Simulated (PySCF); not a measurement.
In(F)2(NH2) (F₂H₂InN), SMILES [In]([NH2])([F])[F].

Geometry: B3LYP-D3(BJ)/def2-SVP. The def2 effective core potentials stand for the cores of In; spin–orbit coupling is left out. Other conformers were not sampled.

Computed with B3LYP-D3(BJ)/def2-SVP (PySCF).

Frequencies are harmonic and unscaled.

```tsv
mode	ν (cm⁻¹)	IR (km/mol)	Raman (Å⁴/amu)	depolarisation	moving atoms (share of kinetic energy)
1	101	8.4	3.0	0.75	N 42 %, F 30 %, H 15 %, In 14 %
2	133	25.4	0.9	0.73	F 85 %, In 13 %
3	142	26.9	1.3	0.46	F 43 %, In 31 %, N 20 %
4	239	32.3	0.3	0.75	H 93 %
5	487	94.4	23.8	0.07	N 54 %, H 40 %
6	600	55.5	11.1	0.13	F 73 %, H 18 %
7	619	67.1	3.4	0.75	F 82 %, In 18 %
8	642	35.9	5.5	0.62	N 36 %, H 35 %, In 15 %, F 15 %
9	841	26.9	0.6	0.75	H 91 %, N 8 %
10	1522	7.6	2.6	0.70	H 92 %, N 8 %
11	3504	21.1	161.3	0.08	H 96 %
12	3606	23.0	90.8	0.75	H 91 %, N 9 %
```
